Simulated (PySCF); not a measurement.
HfI3, SMILES [I][Hf+]([I])[I], charge +1, multiplicity 1. The structure is a stationary point at PBE-D3(BJ)/def2-SVP. The multiplicity is an assumed one; no other spin state was optimised. The isomer is the one that the SMILES or the coordinates give; other isomers of the formula were not compared. The def2 effective core potentials stand for the cores of Hf, I; spin–orbit coupling is left out.

Question: Give the equilibrium geometry at PBE-D3(BJ)/def2-SVP (PySCF confirms it by a frequency run) as a Z-matrix, and its point group. (Estimate from the structure and the level; the computed values follow.)

Answer: point group C3v.
```
Hf
I 1 2.6335
I 1 2.6335 2 107.21
I 1 2.6335 2 107.21 3 114.85
```
Charge +1, spin multiplicity 1.
